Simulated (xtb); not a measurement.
xtb input (GFN2-xTB):

```bash
xtb mol.xyz --gfn 2 --sp --chrg -1 --uhf 0
```
mol.xyz:
```
2

Mg    -0.00000000    -0.00000000    -1.30205059
Cl     0.00000000     0.00000000     0.91909453
```

End of the output:

```
         :::::::::::::::::::::::::::::::::::::::::::::::::::::
         ::                     SUMMARY                     ::
         :::::::::::::::::::::::::::::::::::::::::::::::::::::
         :: total energy              -5.260356731994 Eh    ::
         :: gradient norm              0.044023396029 Eh/a0 ::
         :: HOMO-LUMO gap              4.224916210515 eV    ::
         ::.................................................::
         :: SCC energy                -5.262755718873 Eh    ::
         :: -> isotropic ES            0.154569798761 Eh    ::
         :: -> anisotropic ES         -0.007483239986 Eh    ::
         :: -> anisotropic XC         -0.001330381019 Eh    ::
         :: -> dispersion             -0.000985376851 Eh    ::
         :: repulsion energy           0.002398986879 Eh    ::
         :: add. restraining           0.000000000000 Eh    ::
         :: total charge              -1.000000000000 e     ::
         :::::::::::::::::::::::::::::::::::::::::::::::::::::

           -------------------------------------------------
          |                Property Printout                |
           -------------------------------------------------

    * Orbital Energies and Occupations

         #    Occupation            Energy/Eh            Energy/eV
      -------------------------------------------------------------
         1        2.0000           -0.7982323             -21.7210
         2        2.0000           -0.1876638              -5.1066
         3        2.0000           -0.1856835              -5.0527
         4        2.0000           -0.1856835              -5.0527
         5        2.0000            0.0309245               0.8415 (HOMO)
         6                          0.1861873               5.0664 (LUMO)
         7                          0.1861873               5.0664
         8                          0.2096559               5.7050
         9                          0.2096559               5.7050
        10                          0.2404068               6.5418
        11                          0.3059598               8.3256
        12                          0.3059598               8.3256
        13                          0.3216513               8.7526
        14                          0.3216513               8.7526
        15                          0.3253450               8.8531
        16                          0.3330018               9.0614
       ...                                ...                  ...
Note: The following floating-point exceptions are signalling: IEEE_UNDERFLOW_FLAG IEEE_DENORMAL
normal termination of xtb
        18                          1.0162888              27.6546
      -------------------------------------------------------------
                  HL-Gap            0.1552628 Eh            4.2249 eV
             Fermi-level            0.1085559 Eh            2.9540 eV

     #   Z          covCN         q      C6AA      α(0)
     1  12 Mg       0.731    -0.184   403.433    60.892
     2  17 Cl       0.731    -0.816   127.619    17.279

 Mol. C6AA /au·bohr⁶  :        896.363582
 Mol. C8AA /au·bohr⁸  :      63772.427316
 Mol. α(0) /au        :         78.171000

Wiberg/Mayer (AO) data.
largest (>0.10) Wiberg bond orders for each atom

 ---------------------------------------------------------------------------
     #   Z sym  total        # sym  WBO       # sym  WBO       # sym  WBO
 ---------------------------------------------------------------------------
     1  12 Mg   0.367 --     2 Cl   0.367
     2  17 Cl   0.367 --     1 Mg   0.367
 ---------------------------------------------------------------------------

Topologies differ in total number of bonds
Writing topology from bond orders to xtbtopo.mol

molecular dipole:
                 x           y           z       tot (Debye)
 q only:        0.000       0.000      -0.963
   full:        0.000       0.000      -0.793       2.014
molecular quadrupole (traceless):
                xx          xy          yy          xz          yz          zz
 q only:        1.788       0.000       1.788       0.000       0.000      -3.577
  q+dip:        3.009       0.000       3.009       0.000       0.000      -6.018
   full:        2.038       0.000       2.038       0.000       0.000      -4.076

           -------------------------------------------------
          | TOTAL ENERGY               -5.260356731994 Eh   |
          | GRADIENT NORM               0.044023396029 Eh/α |
          | HOMO-LUMO GAP               4.224916210515 eV   |
           -------------------------------------------------

------------------------------------------------------------------------
------------------------------------------------------------------------
 total:
 SCF:
```

This state (charge -1, singlet) is run at the relaxed geometry of the species with charge 0 and multiplicity 2.
